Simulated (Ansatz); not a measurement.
Single points on Mg6N3⁺.

```yaml
crystal:
  periodic: [false, false, false]
  atoms:
    - {symbol: Mg, position_ang: [-0.049412, 1.019304, 1.960852]}
    - {symbol: Mg, position_ang: [-0.366132, 1.131230, -0.720279]}
    - {symbol: Mg, position_ang: [-1.047608, -1.408200, -1.343615]}
    - {symbol: Mg, position_ang: [-2.702527, -0.969059, 1.527809]}
    - {symbol: Mg, position_ang: [2.234666, 0.796466, -1.260278]}
    - {symbol: Mg, position_ang: [0.978331, -0.911484, 0.374119]}
    - {symbol: N, position_ang: [1.351850, 1.177668, 0.535386]}
    - {symbol: N, position_ang: [-1.080883, -0.384165, 0.608817]}
    - {symbol: N, position_ang: [0.681705, -0.451769, -1.682801]}
basis:
  gaussian: {orbitals: def2-TZVP, initial_orbitals: start.molden}
total_charge: 1
magnetization: {spin_polarized: true, initial_magnetization: 2}
hamiltonian: {xc: pbe, dispersion: d4}
scf: {omitted_lower_state_checks: [starts]}
output: {orbitals: {seedname: orbitals}}
```

The file start.molden holds the orbitals of an earlier run on this structure, at another level or in another basis.

```sh
$ ansatz run in.yaml --threads 2 --pin off --events-out ev --progress --plain --max-ram 32768MiB --backend cuda --devices 0, --max-vram 18GiB
```

Output, abridged:

```
Functional definition: PBE
2193 factors; their error is unknown
mean field evaluation 1: about -37108.7001 eV, gradient 8.9e0 eV
mean field evaluation 2: about -37108.9179 eV, gradient 3.8e-1 eV
mean field evaluation 4: about -37108.9021 eV, gradient 8.5e-2 eV
mean field evaluation 8: about -37108.9022 eV, gradient 2.7e-5 eV
mean field evaluation 16: about -37108.9022 eV, gradient 1.6e-6 eV
mean field -37108.90219132 eV, -1363.7270022138 hartree, gradient 1.6e-6 eV, S^2 2.042424; 0 other end points of the search recorded, 0 dependent functions left out
reference -37108.90224436 eV, -1363.7270041629 hartree; 47, 45 occupied and 238, 240 virtual orbitals, 2193 factors
Total energy: -37109.35225989 eV, -1363.7435419286 hartree
Checks for a lower state left out: starts
```

Run time 18 s (2 threads of AMD EPYC 7R13 on a shared host and a share (18 GiB) of an NVIDIA H100 80GB HBM3), peak host memory 0.92 GiB.

First input, but with `gaussian: {orbitals: def2-TZVP}`, `hamiltonian: {xc: pbe0, dispersion: d4}` (abridged; 12 s):

```
Functional definition: PBE0
mean field evaluation 16: about -37111.0835 eV, gradient 9.4e-2 eV
mean field evaluation 32: about -37111.0838 eV, gradient 5.0e-5 eV
mean field -37111.08380365 eV, -1363.8071749881 hartree, gradient 2.7e-5 eV, S^2 2.092927
Total energy: -37111.46873471 eV, -1363.8213209435 hartree
Checks for a lower state left out: starts
```

As the first input, with `hamiltonian: {xc: {name: CAM-B3LYP}, dispersion: d4}` (abridged; 21 s):

```
Functional definition: CAM-B3LYP
mean field -37130.86610538 eV, -1364.5341611679 hartree, gradient 3.6e-5 eV, S^2 2.060130
Total energy: -37131.27083751 eV, -1364.5490347990 hartree
Checks for a lower state left out: starts
```

Geometry: r2SCAN-D4/def2-SVP, that of the neutral doublet.

At PBE0-D4/def2-TZVP a singlet of charge 1 lies 0.33 eV below the triplet at the same geometry. The structure comes from a short search, and lower isomers may exist.
